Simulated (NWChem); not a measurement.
System: MgF$_{2}$; SMILES [F][Mg][F]

Input file for NWChem:

```
start job
memory heap 200 mb stack 900 mb global 1100 mb
geometry units angstroms noautosym nocenter noautoz
  Mg     0.000000     0.000000    -0.047706
  F      1.735314     0.000000    -0.047666
  F     -1.735314     0.000000    -0.047666
end
basis spherical
  * library def2-svp
end
dft
  xc b3lyp
  iterations 150
end
property
  shielding 2 1 2
end
task dft property
```

NWChem printed, in part:

```
             Northwest Computational Chemistry Package (NWChem) 7.3.0
             --------------------------------------------------------

                             Geometry "geometry" -> ""
                             -------------------------

 Output coordinates in angstroms (scale by  1.889725989 to convert to a.u.)

  No.       Tag          Charge          X              Y              Z
 ---- ---------------- ---------- -------------- -------------- --------------
    1 Mg                  12.0000     0.00000000     0.00000000    -0.04770600
    2 F                    9.0000     1.73531400     0.00000000    -0.04766600
    3 F                    9.0000    -1.73531400     0.00000000    -0.04766600

 Effective nuclear repulsion energy (a.u.)      78.2186764690

                              NWChem Property Module
                              ----------------------

  itol2e modified to match energy
  convergence criterion.

                                 NWChem DFT Module
                                 -----------------

 Summary of "ao basis" -> "ao basis" (spherical)
 ------------------------------------------------------------------------------
       Tag                 Description            Shells   Functions and Types
 ---------------- ------------------------------  ------  ---------------------
 Mg                         def2-svp                 8       18   4s3p1d
 F                          def2-svp                 6       14   3s2p1d

  itol2e modified to match energy
  convergence criterion.

            General Information
            -------------------
          SCF calculation type: DFT
          Wavefunction type:  closed shell.
          No. of atoms     :     3
          No. of electrons :    30
           Alpha electrons :    15
            Beta electrons :    15
          Charge           :     0
          Spin multiplicity:     1
          Use of symmetry is: off; symmetry adaption is: off
          Maximum number of iterations: 150
          AO basis - number of functions:    46
                     number of shells:    20
          Convergence on energy requested:  1.00D-07
          Convergence on density requested:  1.00D-05
          Convergence on gradient requested:  5.00D-04

              XC Information
              --------------
                         B3LYP Method XC Potential
                     Hartree-Fock (Exact) Exchange  0.200
                        Slater Exchange Functional  0.800 local
                    Becke 1988 Exchange Functional  0.720 non-local
              Lee-Yang-Parr Correlation Functional  0.810
                  VWN I RPA Correlation Functional  0.190 local

             Grid Information
             ----------------
          Grid used for XC integration:  fine
          Radial quadrature: Mura-Knowles
          Angular quadrature: Lebedev.
          Tag              B.-S. Rad. Rad. Pts. Rad. Cut. Ang. Pts.
          ---              ---------- --------- --------- ---------
          Mg                  1.50      123           9.0       770
          F                   0.50       70           8.0       590
          Grid pruning is: on
          Number of quadrature shells:   263
          Spatial weights used:  Erf1

      Superposition of Atomic Density Guess
      -------------------------------------

 Sum of atomic energies:        -398.11983344

      Non-variational initial energy
      ------------------------------

 Total energy =    -397.931067
 1-e energy   =    -712.802575
 2-e energy   =     236.652832
 HOMO         =      -0.657762
 LUMO         =      -0.127517

   convergence    iter        energy       DeltaE   RMS-Dens  Diis-err
 ---------------- ----- ----------------- --------- --------- ---------
 d= 0,ls=0.0,diis     1   -399.5608653755 -4.78D+02  3.92D-02  1.07D+00
 d= 0,ls=0.0,diis     2   -399.2094186665  3.51D-01  2.37D-02  5.47D+00
 d= 0,ls=0.0,diis     3   -399.6862131313 -4.77D-01  4.53D-04  1.53D-03
 d= 0,ls=0.0,diis     4   -399.6863118976 -9.88D-05  1.31D-04  2.14D-04
 d= 0,ls=0.0,diis     5   -399.6863324377 -2.05D-05  3.20D-05  3.59D-06
 d= 0,ls=0.0,diis     6   -399.6863328190 -3.81D-07  2.80D-06  7.06D-08
 d= 0,ls=0.0,diis     7   -399.6863328253 -6.32D-09  3.72D-07  5.62D-10

         Total DFT energy =     -399.686332825334
      One electron energy =     -715.370755173975
           Coulomb energy =      275.036952772389
    Exchange-Corr. energy =      -37.571206892708
 Nuclear repulsion energy =       78.218676468960

 Numeric. integr. density =       29.999999971149

                       DFT Final Molecular Orbital Analysis
                       ------------------------------------

 Vector   13  Occ=2.000000D+00  E=-3.659838D-01
              MO Center=  2.3D-04, -1.3D-08, -4.8D-02, r^2= 3.4D+00
   Bfn.  Coefficient  Atom+Function         Bfn.  Coefficient  Atom+Function
  ----- ------------  ---------------      ----- ------------  ---------------
    24      0.320895  2 F  pz                38      0.320850  3 F  pz
    23      0.313319  2 F  py                37      0.313275  3 F  py
    27     -0.228388  2 F  pz                41     -0.228358  3 F  pz
    26     -0.222996  2 F  py                40     -0.222967  3 F  py
    10     -0.075471  1 Mg pz                13     -0.075120  1 Mg pz

 Vector   14  Occ=2.000000D+00  E=-3.630241D-01
              MO Center= -2.3D-04,  6.3D-07, -4.8D-02, r^2= 3.5D+00
   Bfn.  Coefficient  Atom+Function         Bfn.  Coefficient  Atom+Function
  ----- ------------  ---------------      ----- ------------  ---------------
    23      0.347811  2 F  py                37     -0.347858  3 F  py
    24     -0.295723  2 F  pz                38      0.295763  3 F  pz
    26     -0.232217  2 F  py                40      0.232251  3 F  py
    27      0.197441  2 F  pz                41     -0.197469  3 F  pz
    14     -0.107576  1 Mg d -2              17     -0.091466  1 Mg d  1

 Vector   15  Occ=2.000000D+00  E=-3.630241D-01
              MO Center= -2.3D-04, -6.3D-07, -4.8D-02, r^2= 3.5D+00
   Bfn.  Coefficient  Atom+Function         Bfn.  Coefficient  Atom+Function
  ----- ------------  ---------------      ----- ------------  ---------------
    24      0.347811  2 F  pz                38     -0.347858  3 F  pz
    23      0.295723  2 F  py                37     -0.295763  3 F  py
    27     -0.232217  2 F  pz                41      0.232251  3 F  pz
    26     -0.197441  2 F  py                40      0.197469  3 F  py
    17      0.107576  1 Mg d  1              14     -0.091466  1 Mg d -2

 Vector   16  Occ=0.000000D+00  E=-7.772525D-02
              MO Center=  1.8D-07, -6.5D-10, -4.8D-02, r^2= 4.9D+00
   Bfn.  Coefficient  Atom+Function         Bfn.  Coefficient  Atom+Function
  ----- ------------  ---------------      ----- ------------  ---------------
     4      0.646990  1 Mg s                  3      0.474752  1 Mg s
     2      0.254816  1 Mg s                 21     -0.150630  2 F  s
    35     -0.150630  3 F  s                 18     -0.142661  1 Mg d  2
    22     -0.134966  2 F  px                36      0.134966  3 F  px
    25      0.126235  2 F  px                39     -0.126235  3 F  px

 Vector   17  Occ=0.000000D+00  E= 1.505903D-03
              MO Center=  2.3D-07, -2.0D-05, -4.8D-02, r^2= 5.6D+00
   Bfn.  Coefficient  Atom+Function         Bfn.  Coefficient  Atom+Function
  ----- ------------  ---------------      ----- ------------  ---------------
    12      0.861215  1 Mg py                 9      0.222086  1 Mg py
    23      0.160890  2 F  py                37      0.160890  3 F  py
    26     -0.155416  2 F  py                40     -0.155416  3 F  py
     6      0.145524  1 Mg py                13     -0.137249  1 Mg pz
    10     -0.035393  1 Mg pz                24     -0.025641  2 F  pz

 Vector   18  Occ=0.000000D+00  E= 1.505904D-03
              MO Center=  2.3D-07,  2.0D-05, -4.8D-02, r^2= 5.6D+00
   Bfn.  Coefficient  Atom+Function         Bfn.  Coefficient  Atom+Function
  ----- ------------  ---------------      ----- ------------  ---------------
    13      0.861215  1 Mg pz                10      0.222086  1 Mg pz
    24      0.160890  2 F  pz                38      0.160890  3 F  pz
    27     -0.155416  2 F  pz                41     -0.155416  3 F  pz
     7      0.145524  1 Mg pz                12      0.137249  1 Mg py
     9      0.035393  1 Mg py                23      0.025641  2 F  py

     Multipole analysis of the density
     ---------------------------------

     L   x y z        total         alpha         beta         nuclear
     -   - - -        -----         -----         ----         -------
     0   0 0 0     -0.000000    -15.000000    -15.000000     30.000000

     1   1 0 0     -0.000001     -0.000001     -0.000001      0.000000
     1   0 1 0     -0.000000     -0.000000     -0.000000      0.000000
     1   0 0 1     -0.000104      1.351537      1.351537     -2.703177

     2   2 0 0    -25.018805   -109.291788   -109.291788    193.564771
     2   1 1 0     -0.000000     -0.000000     -0.000000      0.000000
     2   1 0 1      0.000000      0.000000      0.000000      0.000000
     2   0 2 0    -12.033120     -6.016560     -6.016560      0.000000
     2   0 1 1      0.000000      0.000000      0.000000      0.000000
     2   0 0 2    -12.033101     -6.138337     -6.138337      0.243572

          -----------------------------------------
          Chemical Shielding Tensors (GIAO, in ppm)
          -----------------------------------------

                                NWChem CPHF Module
                                ------------------

  scftype          =     RHF
  nclosed          =       15
  nopen            =        0
  variables        =      465
  # of vectors     =        3
  tolerance        = 0.10D-03
  level shift      = 0.00D+00
  max iterations   =       50
  max subspace     =       30

 SCF residual:    5.2760018823050460E-006

Iterative solution of linear equations
  No. of variables      465
  No. of equations        3
  Maximum subspace       30
        Iterations       50
       Convergence  1.0D-04

   iter   nsub   residual    time
   ----  ------  --------  ---------
     1      3    2.12D-01       4.1
     2      6    6.14D-03       4.5
     3      9    3.88D-04       4.9
     4     12    3.55D-05       5.3

      Atom:    1  Mg
        Diamagnetic
    710.6832     -0.0000     -0.0000
     -0.0000    707.9803      0.0000
     -0.0000      0.0000    707.9803

        Paramagnetic
     -0.0000      0.0000      0.0000
      0.0000   -230.0678     -0.0000
      0.0000     -0.0000   -230.0678

        Total Shielding Tensor
    710.6832      0.0000      0.0000
      0.0000    477.9125     -0.0000
      0.0000     -0.0000    477.9125

           isotropic =     555.5028
          anisotropy =     232.7707

          Principal Components and Axis System
                 1           2           3
              710.6832    477.9125    477.9125

      1         1.0000     -0.0000     -0.0000
      2         0.0000     -0.0092      1.0000
      3         0.0000      1.0000      0.0092

      Atom:    2  F
        Diamagnetic
    483.5512     -0.0000      0.0005
     -0.0000    467.7728     -0.0000
      0.0005     -0.0000    467.7728

        Paramagnetic
     -0.0000      0.0000      0.0019
      0.0000    -96.7991      0.0000
      0.0019      0.0000    -96.7991

        Total Shielding Tensor
    483.5512      0.0000      0.0024
      0.0000    370.9737      0.0000
      0.0024      0.0000    370.9737

           isotropic =     408.4995
          anisotropy =     112.5775

          Principal Components and Axis System
                 1           2           3
              483.5512    370.9737    370.9737

      1         1.0000     -0.0000      0.0000
      2         0.0000      0.0019      1.0000
      3         0.0000      1.0000     -0.0019
```

Level: B3LYP/def2-SVP, GIAO. Coordinates come from a B3LYP/6-31G* (spherical d) optimisation. The printed shielding anisotropy is the first printed principal value minus the mean of the other two.
